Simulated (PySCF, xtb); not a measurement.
Mg2O, SMILES [O]([Mg])[Mg] (connectivity only; charge and spin as stated), neutral, multiplicity 1.

GFN2-xTB in xtb at its own geometry gives an orbital gap of 1.27 eV and a dipole moment of 0.00 D.

The structure is a stationary point at PBE0-D3(BJ)/def2-TZVP.

Q: What does r2SCAN/def2-TZVPD (PySCF) give? (The exact figures need the calculation; the answer reports its results.)

A: gap 0.55 eV (levels -4.01 and -3.46 eV), dipole 0.00 D.
